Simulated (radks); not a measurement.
Sm3+, configuration [Xe] 4f4 6p1 (not the ground configuration). Method: scalar-relativistic Kohn-Sham, PBE, spin-polarised, spherical densities, finite nucleus; open shells are filled with parallel spins first (spin-orbit coupling, left out, can overturn this in heavy ions); Fermi nuclear charge, rms radius 5.0819 fm; computed with a radial shooting solver on a logarithmic mesh with Libxc functionals.

Unscreened Slater integrals over Kohn-Sham orbitals (cm^-1). They are taken over the spin-up orbitals.

F0(6p,6p): 55291
F2(6p,6p): 30679
F0(6p,4f): 72382
F2(6p,4f): 11249
G2(6p,4f): 2988.5
G4(6p,4f): 2762.3
F0(6p,5p): 68461
F2(6p,5p): 19391
G0(6p,5p): 3761.9
G2(6p,5p): 5218.2
F0(6p,5s): 69529
G1(6p,5s): 6093.6
F0(4f,4f): 239980
F2(4f,4f): 114990
F4(4f,4f): 72324
F6(4f,4f): 52080
F0(4f,5p): 154930
F2(4f,5p): 54860
G2(4f,5p): 27527
G4(4f,5p): 21700
F0(4f,5s): 171010
G3(4f,5s): 31977
F0(5p,5p): 129600
F2(5p,5p): 70283
F0(5p,5s): 137330
G1(5p,5s): 92671
F0(5s,5s): 147130

Derived for the open shells (J is the average intra-shell exchange parameter used in DFT+U). 4f: F4/F2 = 0.629, F6/F2 = 0.453, J = (286 F2 + 195 F4 + 250 F6)/6435 = 9326 cm^-1. 6p: J = F2/5 = 6136 cm^-1.
